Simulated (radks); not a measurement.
Isoelectronic series with 1 electrons, all held in the configuration 1s1, which need not be the ground one along the series. Calculated with a radial shooting solver on a logarithmic mesh with Libxc functionals: Dirac Kohn-Sham, BLYP, spin-unpolarised, spherical densities, finite nucleus; Fermi nuclear charge, rms radius of each element as measured or else 0.836 A^(1/3) + 0.57 fm. Total energies (hartree) and orbital eigenvalues (hartree):

| ion | E (hartree) | 1s1/2 |
|---|---|---|
| H | -0.46262 | -0.24003 |
| Li2+ | -4.35475 | -3.64891 |
| B4+ | -12.24858 | -11.05292 |
| N6+ | -24.15115 | -22.46282 |
| F8+ | -40.07002 | -37.88707 |
| P14+ | -112.03932 | -108.3620 |
| Cl16+ | -144.15182 | -139.9726 |
| K18+ | -180.35854 | -175.6751 |
| Sc20+ | -220.68342 | -215.4934 |
| V22+ | -265.15342 | -259.4542 |
| Mn24+ | -313.79843 | -307.5870 |
| Co26+ | -366.65159 | -359.9248 |
| Cu28+ | -423.74919 | -416.5036 |
| Ga30+ | -485.13090 | -477.3627 |
| As32+ | -550.84002 | -542.5452 |
| Br34+ | -620.92357 | -612.0977 |
| Rb36+ | -695.43239 | -686.0707 |
| Nb40+ | -857.94885 | -847.5000 |
| Tc42+ | -946.07892 | -935.0780 |

Estimate the row of Al12+.

Answer. E (hartree) -83.99992; 1s1/2 -80.82252.
